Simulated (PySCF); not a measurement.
## Identify the compound

An unknown has the formula C4H12O4Si. Its calculated NMR data are:

1H NMR (300 MHz, computed): δ 3.79 (s, 12H).

13C{1H} NMR (computed): δ 53.8 (CH3).

- structure optimised with GFN2-xTB
- σ from GIAO-PBE0/pcSseg-1
- code: PySCF 2.14
- no solvent, one conformer, one averaged value for each set of equivalent atoms, relativity neglected

Shifts are taken against calculated references (same method and geometry level): 1H, 13C against TMS.

Deduce the structure.

Results:


- Rings plus π bonds: 0.
- 1 carbon signal for 4 carbons: some carbons are equivalent by symmetry or fast rotation.
- Carbon types of the structure: 4 × CH3, which accounts for all hydrogens.
- δC 53.8: methyl carbon bonded to O; the inductive effect lowers its shielding.
- δH 3.79: hydrogen on a methyl carbon bonded to O; its carbon carries O, which withdraws density.

These data were computed for tetramethoxysilane (CO[Si](OC)(OC)OC).

The data come from this structure; uniqueness wasn't tested.

Shifts are as computed. Against solution values, carbons near 30 ppm lie about +3 ppm off and those near 130 ppm about +5 ppm. Of 1211 compounds with measured shifts, 218 miss one by over three times the rms of a fit or turn the order of signals round; such compounds aren't used in these exercises.
